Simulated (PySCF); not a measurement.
Löwdin shares of the frontier orbitals

C₅H₉NO₂.
Structure used (PBE0-D3(BJ)/def2-SVP), in Å, numbered top down from 1:
```xyz
17
C5H9NO2 angstrom
N      2.942    0.397    0.566
C      2.121   -0.418    0.060
C      0.672   -0.142   -0.239
C     -0.273   -1.091    0.498
C     -1.703   -0.624    0.275
O     -1.829    0.737    0.612
C     -0.947    1.523   -0.112
O      0.387    1.188    0.116
H      2.454    1.287    0.732
H      2.459   -1.439   -0.191
H      0.518   -0.274   -1.335
H     -0.136   -2.127    0.151
H     -0.038   -1.054    1.574
H     -2.415   -1.180    0.901
H     -1.990   -0.780   -0.786
H     -1.082    2.563    0.214
H     -1.166    1.436   -1.202
```

Method: TDDFT B3LYP/def2-SVPD, vertical, gas phase, core orbitals frozen in the response in PySCF 2.14.0, density-fitted response routines.

Frontier orbitals with the atoms that hold most of them (Löwdin shares over 4%, at most four atoms; ? is withheld):

```json
{"orbital": "LUMO+2", "ε (eV)": "0.81", "atoms": "H13 13%, H11 13%, O6 10%, H17 10%"}
{"orbital": "LUMO+1", "ε (eV)": "0.30", "atoms": "C5 14%, H12 11%, H15 10%, C4 10%"}
{"orbital": "LUMO", "ε (eV)": "-0.50", "atoms": "?"}
{"orbital": "HOMO", "ε (eV)": "?", "atoms": "?"}
{"orbital": "HOMO-1", "ε (eV)": "-7.97", "atoms": "O6 40%, O8 21%, C4 9%, C5 7%"}
{"orbital": "HOMO-2", "ε (eV)": "-8.08", "atoms": "O8 33%, O6 22%, C7 10%, H17 8%"}
{"orbital": "HOMO-3", "ε (eV)": "-8.95", "atoms": "N1 42%, C2 30%, O8 7%, O6 5%"}
```

(1) Give the leading atoms of the LUMO.

(2) Give the leading atoms of the HOMO.

(3) What is the HOMO energy, and the HOMO–LUMO gap?

Results:

(1) N1 (bonded to C and H) 37%; C2 (bonded to C, N and H) 36%; C3 (bonded to 2 C, O and H) 6%; H10 (bonded to C) 5%. By element: carbon 42% or more, nitrogen 37%, hydrogen 5% or more.

(2) N1 (bonded to C and H) 58%; C2 (bonded to C, N and H) 14%; C3 (bonded to 2 C, O and H) 8%; H9 (bonded to N) 8%. By element: nitrogen 58%, carbon 22% or more, hydrogen 8% or more.

(3) ε(HOMO) = -7.39 eV; the gap is 6.89 eV (0.2532 hartree).

Task: How does S1 compare with the orbital gap of 6.89 eV?

Result: S1 is at 5.33 eV (f = 0.0029), 1.56 eV below the gap, made of HOMO→LUMO (98%). Without the coupling terms of the response equations the lowest excitation would equal the gap.

Task: One configuration dominates each of S1, S4 and S5. Which, and how do the shares of the two leading atoms of either orbital change from the occupied to the empty one?

Result: 
- S1 (5.33 eV, f 0.0029), HOMO→LUMO (98%): N1 58% → 37%, C2 14% → 36%
- S4 (6.96 eV, f 0.022), HOMO→LUMO+1 (89%): N1 58% → at most 10%, C2 14% → at most 10%, C5 at most 8% → 14%, H12 at most 8% → 11%
- S5 (7.37 eV, f 0.0007), HOMO-1→LUMO+1 (84%): O6 40% → at most 10%, O8 21% → at most 10%, C5 7% → 14%, H12 at most 7% → 11%

The run took 43 s on Intel Xeon 6975P-C, one thread, on a shared host, and the process peaked at 0.99 GiB of memory.

One conformer stands for the species.
